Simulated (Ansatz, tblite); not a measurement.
Cost and result up the ladder for `[Au][S]CCCCc1ccc(-c2ccc(-c3cccs3)s2)s1` (36 atoms). Charge 0, multiplicity 1. Geometry: r2SCAN-D4/def2-SVP.

```xyz
36

Au    5.769    6.288    1.005
S     4.980    5.053    2.721
C     3.815    3.904    1.907
C     2.613    4.563    1.239
C     1.584    3.568    0.699
C     2.088    2.733   -0.489
C     1.063    1.797   -1.044
C     0.388    1.861   -2.247
C    -0.542    0.808   -2.438
C    -0.596   -0.075   -1.369
C    -1.422   -1.248   -1.220
C    -2.492   -1.652   -2.010
C    -3.078   -2.864   -1.585
C    -2.472   -3.411   -0.462
C    -2.796   -4.620    0.255
C    -2.198   -5.154    1.388
C    -2.793   -6.370    1.815
C    -3.837   -6.764    1.009
S    -4.103   -5.647   -0.277
S    -1.147   -2.403    0.059
S     0.524    0.422   -0.125
H     3.481    3.270    2.752
H     4.369    3.246    1.219
H     2.132    5.237    1.968
H     2.977    5.212    0.418
H     1.256    2.890    1.509
H     0.680    4.115    0.382
H     2.989    2.164   -0.194
H     2.404    3.408   -1.303
H     0.574    2.650   -2.980
H    -1.147    0.684   -3.338
H    -2.847   -1.072   -2.863
H    -3.933   -3.333   -2.078
H    -1.356   -4.674    1.892
H    -2.462   -6.938    2.686
H    -4.468   -7.648    1.098
```

Ansatz on 2 threads of AMD EPYC 7R13 on a shared host and a share (18 GiB) of an NVIDIA H100 80GB HBM3; xTB runs through tblite on one thread. Times are rough, summed over both states, and most runs start from the orbitals of an earlier one. No level here is sound enough to serve as a yardstick. The other state is a triplet.

In the def2 sets Au takes a core potential; there is no spin–orbit coupling. The xTB rows come from tblite. Single mean-field runs in def2-TZVP are fitted with def2-universal-jkfit. HOMO above LUMO, or a gap near zero within one spin, warns that the state may not be the lowest or that an electron is smeared out.

xTB has no spin-polarisation term.

```
            level  functions  vertical triplet (eV)                                                                           remarks
         GFN1-xTB        139                   2.08                                                                                 –
         GFN2-xTB        124                   2.06                                                                                 –
PBE0-D4/def2-TZVP        774                   1.59                                           restricted SCF unstable in HF (singlet)
 PBE-D4/def2-TZVP        774                   1.43  gap within one spin near zero (triplet), restricted SCF unstable in HF (singlet)
```

(1) Estimate how long each takes.

Results:

(1) GFN2-xTB 0.22 s; GFN1-xTB 0.45 s; PBE-D4/def2-TZVP 12 s; PBE0-D4/def2-TZVP 15 s. On shared hardware such times vary by a factor of up to 3.
